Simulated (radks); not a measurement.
Q: Isoelectronic series with 2 electrons, each ion in its NIST ground configuration. Calculated with a radial shooting solver on a logarithmic mesh with Libxc functionals: non-relativistic Kohn-Sham, PBE, spin-unpolarised, spherical densities, point nucleus. Total energies (hartree) and mean radii <r> (bohr):

| ion | configuration | E (hartree) | 1s |
|---|---|---|---|
| He | [He] | -2.89293 | 0.9459 |
| O6+ | [He] | -59.06832 | 0.1975 |
| Si12+ | [He] | -187.23994 | 0.1103 |
| Cl15+ | [He] | -278.32562 | 0.09039 |
| Ca18+ | [He] | -387.41128 | 0.07655 |
| V21+ | [He] | -514.49692 | 0.06638 |
| Fe24+ | [He] | -659.58256 | 0.05860 |
| Cu27+ | [He] | -822.66820 | 0.05246 |
| Ge30+ | [He] | -1003.75383 | 0.04747 |
| Br33+ | [He] | -1202.83946 | 0.04336 |
| Sr36+ | [He] | -1419.92510 | 0.03990 |
| Nb39+ | [He] | -1655.01073 | 0.03695 |
| Ru42+ | [He] | -1908.09636 | 0.03441 |
| Ag45+ | [He] | -2179.18199 | 0.03219 |
| Sn48+ | [He] | -2468.26763 | 0.03024 |
| I51+ | [He] | -2775.35326 | 0.02852 |

Estimate the row of B3+ ([He]).

A: E (hartree) -21.98199; 1s 0.3266.
